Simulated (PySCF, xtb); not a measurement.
H7NSi2, SMILES N[SiH2][SiH3].

xtb 6.7.1 with GFN2-xTB at its own geometry gives an orbital gap of 4.26 eV and a dipole moment of 1.03 D.

Geometry: r2SCAN-D4/def2-SVP. The values are those of a single conformer.

What does PySCF with HF/def2-TZVPD give? (An estimate is asked for; the answer gives what the named calculation found.)

gap 11.82 eV (levels -9.99 and 1.83 eV), dipole 1.09 D.
